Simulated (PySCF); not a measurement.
GeH2, SMILES [GeH2] (connectivity only; charge and spin as stated), neutral, multiplicity 1. Atoms are numbered in the order given.

```xyz
3

Ge     0.0000     0.0000     0.0659
H      0.0000    -1.1340    -1.0542
H      0.0000     1.1340    -1.0542
```

Coordinates come from a PBE0-D3(BJ)/def2-TZVPD optimisation. The isomer is the one that the SMILES or the coordinates give; other isomers of the formula were not compared.

Computed with PBE0/pcSseg-2 in PySCF.

GIAO shieldings, no solvent; atoms alike by connectivity are averaged. δ = σ(ref) − σ: ⁷³Ge against GeH4 (σ = 1662.5 ppm); ¹H against TMS (σ = 31.54 ppm), references at their B3LYP-D3(BJ)/def2-TZVP geometries, non-relativistic.

**Question.** Estimate the chemical shifts. (An estimate is asked for; the answer gives what the named calculation found.)

**Answer.** 
```json
[
 {"nucleus": "⁷³Ge", "atoms": "Ge1", "count": "1", "δ (ppm)": "2074.3"},
 {"nucleus": "¹H", "atoms": "H2, H3", "count": "2", "δ (ppm)": "14.03"}
]
```
